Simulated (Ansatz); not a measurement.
One change: `O=C([SiH3])S[SiH3]` becomes `O=C([SiH3])S`.

Ansatz, PBE0-D4/def2-TZVP geometries, multiplicity 1. Each molecule was computed in one conformer, which needn't be the lowest.

| property | `O=C([SiH3])S[SiH3]` |
| --- | --- |
| size of the dipole moment (PBE/def2-TZVPP) / D | 0.86 |
| size of the dipole moment (B3LYP/def2-TZVPP) / D | 1.00 |
| HOMO energy (PBE/def2-TZVPP) / eV | -6.11 |
| LUMO energy (ωB97M-V/def2-TZVPP) / eV | 0.59 |
| HOMO–LUMO gap (PBE/def2-TZVPP) / eV | 3.51 |
| HOMO–LUMO gap (B3LYP/def2-TZVPP) / eV | 5.43 |

(1) What does the change do to each property? (An estimate is asked.)

Answers

(1) The calculation gave: 
```tsv
property	`O=C([SiH3])S`	shift
size of the dipole moment (PBE/def2-TZVPP) / D	1.27	0.41
size of the dipole moment (B3LYP/def2-TZVPP) / D	1.47	0.47
HOMO energy (PBE/def2-TZVPP) / eV	-6.01	0.10
LUMO energy (ωB97M-V/def2-TZVPP) / eV	0.68	0.09
HOMO–LUMO gap (PBE/def2-TZVPP) / eV	3.50	-0.01
HOMO–LUMO gap (B3LYP/def2-TZVPP) / eV	5.42	-0.01
```

Dipoles are sizes alone; their direction can turn.

B3LYP here is the variant with VWN-RPA as its local correlation; programs differ in this.
